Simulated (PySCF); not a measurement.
SiCl₂, SMILES [Si](Cl)Cl (connectivity only; charge and spin as stated), neutral, multiplicity 1.

Geometry: PBE0-D3(BJ)/def2-TZVP. The isomer is the one that the SMILES or the coordinates give; other isomers of the formula were not compared.

Two levels are set side by side: TDDFT-PBE/def2-SVPD (PySCF) and ADC(2)/aug-cc-pVDZ (PySCF). Vertical, same geometry; the bases differ. Differences are taken from unrounded values.

| quantity | TDDFT-PBE |
|---|---|
| lowest singlet excitation (eV) | 3.71 |

Task: These are the TDDFT-PBE values. What does ADC(2) give? (The exact figures need the calculation; the answer reports its results.)

Result: 
| quantity | ADC(2) | TDDFT-PBE minus ADC(2) |
|---|---|---|
| lowest singlet excitation (eV) | 3.96 | -0.25 |

Functionals without exact exchange tend to place singlet excitations lower, as here. Differences between two approximate levels are no errors against the true value.

Rough cost on one machine, each run with all the roots and properties that it gave: ADC(2) against TDDFT-PBE about 10 times.
